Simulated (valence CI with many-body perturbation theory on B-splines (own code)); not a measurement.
**Questions on Gd⁵⁸⁺**

Computed by relativistic CI+MBPT: four valence electrons over a frozen Dirac-Fock core [He], a basis of 11 s, 11 p, 9 d, 7 f, 5 g, 2 h, 1 i functions for each j, with the one-electron correlation potential Σ1, the two-electron term Σ2, the three-electron term Σ3, Breit, model QED; selected CI, second order for the rest (own B-spline code, finite nucleus).

The last digits are not significant, and no measured levels were compared; by estimate large intervals hold to a few tenths of a per cent, small ones and those within an open d or f shell to about a per cent. Among the levels kept, up to 270 cm⁻¹ of a level comes from second order outside the variational space, and about a tenth of that is noise between levels of different J, which matters for small intervals.

Levels are named by their leading jj configuration (3d3/2^4 stands for four electrons in 3d with j = 3/2), which in mixed levels can hold well under half, so a name can repeat and another be missing.

Rates and lifetimes use the calculated energies. Strong lines usually hold to 10 to 20 %, long lifetimes can be off by a factor of two.

(1) What is the ground level?

(2) How well does LS coupling describe the low levels?

(3) Where does the other parity begin?

(4) Among levels below 71338 × 10³ cm⁻¹, which E1 lines absorb most strongly from the ground level?

(5) Name the longest-lived excited levels whose lifetime is computed, and their main decay.

(6) What is the ionisation energy?

(7) What are the static dipole polarisabilities of the lowest levels?

Answers

(1) (2s^2 2p1/2^2) J=0, composition 69 % 2s2 2p2 3P + 31 % 2s2 2p2 1S.

(2) Among the lowest 20 levels the leading LS term, summed over configurations, holds 67 % on average. For single configurations the figures are 67 % in LS and 100 % in jj coupling. Terms mix most in the J = 1 level at 8361.2 × 10³ cm⁻¹, where the leading one holds 32 %.

(3) At (2s 2p1/2^2 2p3/2) J=2, 7767.3 × 10³ cm⁻¹.

(4) to (2s^2 2p1/2 3d3/2) J=1 at 0.1588 nm, f = 1.06; to (2s 2p1/2^2 3p1/2) J=1 at 0.1607 nm, f = 0.398; to (2s 2p1/2^2 3p3/2) J=1 at 0.1559 nm, f = 0.337.

(5) (2s^2 2p1/2 2p3/2) J=2 at 5973.4 × 10³ cm⁻¹ lives 149 ns, mostly by E2 to (2s^2 2p1/2^2) J=0; (2s^2 2p1/2 2p3/2) J=1 at 5832.7 × 10³ cm⁻¹ lives 418 ps, mostly by M1 to (2s^2 2p1/2^2) J=0.

(6) 13185 eV; NIST lists 13183 ± 6 eV (theoretical).

(7) (2s^2 2p1/2^2) J=0 0.000175 bohr³, of which the core gives 4.30e-07.
